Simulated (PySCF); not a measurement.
Cl2F2Si. Atoms are numbered in the order given.

```xyz
5

F      0.0000    -1.2915    -1.2738
Si     0.0000     0.0000    -0.3272
F      0.0000     1.2915    -1.2738
Cl    -1.6813     0.0000     0.8091
Cl     1.6813     0.0000     0.8091
```

Geometry optimised at B3LYP-D3(BJ)/def2-SVP.

Method: r2SCAN/def2-TZVP in PySCF.

ESP charges are fitted to the potential on shells at 1.4 to 2.0 van der Waals radii. Atomic charges (e):

```tsv
atom	Löwdin	IAO	ESP fit	Mulliken
F1	(withheld)	-0.51	-0.11	-0.28
Si2	(withheld)	1.57	0.23	0.91
F3	(withheld)	-0.51	-0.11	-0.28
Cl4	(withheld)	-0.27	-0.01	-0.18
Cl5	(withheld)	-0.27	-0.01	-0.18
```

Problem. Complete the blanks. (Estimate from the structure and the level; the computed values follow.)

Solution. 
- F1, Löwdin: 0.03
- Si2, Löwdin: -0.67
- F3, Löwdin: 0.03
- Cl4, Löwdin: 0.30
- Cl5, Löwdin: 0.30

Problem. Give the Mayer and Wiberg (Löwdin basis) orders of the bonds. (An estimate is asked for; the answer gives what the named calculation found.)

Solution. 
```csv
bond,Mayer,Wiberg
F1–Si2,1.15,1.74
Si2–F3,1.15,1.74
Si2–Cl4,1.24,1.91
Si2–Cl5,1.24,1.91
```
